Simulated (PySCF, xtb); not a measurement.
B(F)(SH)2 (BFH2S2), SMILES FB(S)S. Other conformers were not sampled.

Harmonic wavenumbers (cm⁻¹) from GFN2-xTB (xtb 6.7.1) at its own minimum, in rising order: 226, 280, 302, 321, 412, 490, 757, 810, 904, 1232, 2435, 2442.

Problem. What does ωB97X-D3(BJ)/def2-SVP (PySCF) give at its own minimum? (The exact figures need the calculation; the answer reports its results.)

Solution. 254, 255, 333, 358, 517, 527, 781, 868, 1076, 1323, 2779, 2789. Paired by order, the mean absolute difference is 108 cm⁻¹ and the zero-point energies are 15.2 and 17.0 kcal/mol.
